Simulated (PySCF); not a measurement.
Cu, charge -1, singlet (in this run its highest filled SCF level lies above zero, so its values depend strongly on the basis, on diffuse functions most of all); CASCI(2,2)/6-31G* in PySCF.

PySCF was given this input:
```python
from pyscf import gto, scf, mcscf
import numpy

mol = gto.M(
    atom='''
Cu    0.000000    0.000000    0.000000
''',
    basis='6-31g*',
    charge=-1,
    spin=0,
    verbose=4,
)

mf = scf.RHF(mol)
mf.kernel()
mc = mcscf.CASCI(mf, 2, 2)
mc.fix_spin_(ss=0.0)
mc.kernel()
occ = numpy.linalg.eigvalsh(mc.fcisolver.make_rdm1(mc.ci, mc.ncas, mc.nelecas))[::-1]
ss = mc.fcisolver.spin_square(mc.ci, mc.ncas, mc.nelecas)[0]
print('natural occupations', occ.round(4), ' <S^2>', round(ss, 4))
```

Output, abridged:

```
PySCF version 2.14.0

[INPUT] verbose = 4
[INPUT] num. atoms = 1
[INPUT] num. electrons = 30
[INPUT] charge = -1
[INPUT] spin (= nelec alpha-beta = 2S) = 0
[INPUT] symmetry False subgroup None
[INPUT] Mole.unit = angstrom
[INPUT] Symbol           X                Y                Z      unit          X                Y                Z       unit  Magmom
[INPUT]  1 Cu     0.000000000000   0.000000000000   0.000000000000 AA    0.000000000000   0.000000000000   0.000000000000 Bohr   0.0

nuclear repulsion = 0
number of shells = 12
number of NR pGTOs = 97
number of NR cGTOs = 34
basis = 6-31g*
ecp = {}

******** <class 'pyscf.scf.hf.RHF'> ********
method = RHF
initial guess = minao
damping factor = 0
level_shift factor = 0
DIIS = <class 'pyscf.scf.diis.CDIIS'>
diis_start_cycle = 1
diis_space = 8
diis_damp = 0
SCF conv_tol = 1e-09
SCF conv_tol_grad = None
SCF max_cycles = 50
direct_scf = True
direct_scf_tol = 1e-13
Set gradient conv threshold to 3.16228e-05
Initial guess from minao.
init E= -1638.09234251638
  HOMO = -0.118981315111422  LUMO = 0.0557239801030778  gap/eV = 4.75397
cycle= 1 E= -1638.51937040907  delta_E= -0.427  |g|= 0.182  |ddm|= 1.27
  HOMO = 0.0377679240681448  LUMO = 0.259281689039049  gap/eV = 6.02770
cycle= 2 E= -1638.53302136859  delta_E= -0.0137  |g|= 0.151  |ddm|= 0.856
  HOMO = 0.0299082858888009  LUMO = 0.253372445671532  gap/eV = 6.08077
cycle= 3 E= -1638.53554207883  delta_E= -0.00252  |g|= 0.016  |ddm|= 0.108
  HOMO = 0.0211921407667965  LUMO = 0.245539779667751  gap/eV = 6.10481
cycle= 4 E= -1638.53588477645  delta_E= -0.000343  |g|= 0.000677  |ddm|= 0.189
  HOMO = 0.0216769592570567  LUMO = 0.245453016963796  gap/eV = 6.08926
cycle= 5 E= -1638.53588506713  delta_E= -2.91e-07  |g|= 8.28e-05  |ddm|= 0.00536
  HOMO = 0.0216137418519549  LUMO = 0.245444377451392  gap/eV = 6.09074
cycle= 6 E= -1638.53588506782  delta_E= -6.9e-10  |g|= 1.92e-06  |ddm|= 9.26e-05
  HOMO = 0.021615969789798  LUMO = 0.245444567150527  gap/eV = 6.09069
Extra cycle  E= -1638.53588506782  delta_E= 2.27e-13  |g|= 1.58e-06  |ddm|= 6.47e-06
converged SCF energy = -1638.53588506782

******** <class 'pyscf.mcscf.casci.CASCI'> ********
CAS (1e+1e, 2o), ncore = 14, nvir = 18
natorb = False
canonicalization = True
sorting_mo_energy = False
******** <class 'pyscf.fci.addons.SpinPenaltyFCISolver'> ********
max. cycles = 200
conv_tol = 1e-08
davidson only = True
linear dependence = 1e-12
level shift = 0.001
max iter space = 12
nroots = 1
pspace_size = 400
spin = None
Density matrix diagonal elements [1.91299652 0.08700348]
CASCI converged
CASCI E = -1638.54421386800  E(CI) = -0.194348740214764  S^2 = 0.0000000
natural occupations [1.913 0.087]  <S^2> 0.0
```
